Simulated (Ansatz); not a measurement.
Basis-set series for `BC(CF)N=C`. The species carries charge 0 and has multiplicity 1. All single points use the PBE0-D4/def2-TZVP geometry. It is one conformer, not always the lowest.

```tsv
functional	basis	functions	energy (Eh)	HOMO (eV)	LUMO (eV)
PBE0-D4	def2-SVP	119	-297.35118	-7.40	-1.49
PBE0-D4	def2-QZVPP	552	-297.70880	-7.59	-1.61
ωB97M-V	def2-SVP	119	-297.55487	-9.76	0.61
ωB97M-V	def2-QZVPP	552	-297.92601	-9.97	0.30
```

Q: Give the rows for def2-TZVPP. (Best estimate.)

A: Computed: 
```json
{"functional": "PBE0-D4", "basis": "def2-TZVPP", "functions": "284", "energy (Eh)": "-297.69244", "HOMO (eV)": "-7.56", "LUMO (eV)": "-1.59"}
{"functional": "ωB97M-V", "basis": "def2-TZVPP", "functions": "284", "energy (Eh)": "-297.91038", "HOMO (eV)": "-9.95", "LUMO (eV)": "0.38"}
```

Positive LUMOs are unbound and depend on the basis.
